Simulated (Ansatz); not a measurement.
Species: HBr, SMILES `Br` (charge 0, multiplicity 1), formula HBr.

Question: How many basis functions does frozen-core CCSD(T)/def2-TZVPP // PBE0-D3(BJ)/def2-TZVP (Ansatz, a first-principles code) use, how many core orbitals are frozen, and how many electrons are correlated?

Answer: 62 basis functions and 9 frozen orbitals, which leaves 18 correlated electrons (filled d shells below the valence shell are correlated). Core time is of the order of seconds.
